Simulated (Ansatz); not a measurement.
Spectroscopic constants of BRh, multiplicity 3 (an upper state: multiplicity 1 came lower at CCSD(T)/def2-TZVPP on PBE0 minima). No spin–orbit coupling.

Constants: fifth-degree fit in 1/R to seven points, most abundant isotopes. Runs in def2 and cc sets follow the lowest solution found near the PBE0 minimum.

Correlated levels freeze the inner cores; with def2 sets outer-core shells near the valence are correlated too.

Codes used: Ansatz (an electronic-structure program).  In def2 rows elements past Kr take small-core potentials, without spin–orbit coupling.

| level | r_e (Å) | ω_e (cm⁻¹) | ω_e x_e (cm⁻¹) | dipole (D) |
|---|---|---|---|---|
| PBE/def2-TZVPP | 1.772 | 818 | 4.4 | 1.61 |
| PBE0/def2-TZVPP | 1.757 | ? | 4.4 | 1.73 |
| wB97X-V/def2-TZVPP | 1.757 | 812 | 4.3 | 2.02 |
| CCSD/def2-TZVPP | 1.756 | 827 | 4.2 | - |
| CCSD(T)/def2-TZVPP | ? | ? | 4.2 | - |

**Question.** What belongs in the gaps?

**Answer.** 
- CCSD(T)/def2-TZVPP, r_e (Å): 1.770
- CCSD(T)/def2-TZVPP, ω_e (cm⁻¹): 829
- PBE0/def2-TZVPP, ω_e (cm⁻¹): 825
